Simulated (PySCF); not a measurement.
BH9Si3, SMILES B([SiH3])([SiH3])[SiH3].

Coordinates come from a PBE0-D3(BJ)/def2-SVP optimisation.

Two levels are set side by side: PBE/def2-TZVP (PySCF) and r2SCAN/def2-TZVP (PySCF). Same geometry, gas phase. Differences are taken from unrounded values.

```tsv
quantity	r2SCAN	PBE	PBE minus r2SCAN
orbital gap (eV)	3.24	2.80	-0.45
highest occupied level (eV)	-7.11	-6.85	0.26
lowest empty level (eV)	-3.86	-4.06	-0.19
dipole moment (D)	0.09	0.08	-0.02
mean polarisability (bohr³)	106.5	110.5	4.0
```

Rough cost on one machine, each run with all the roots and properties that it gave: r2SCAN against PBE about 4 times.
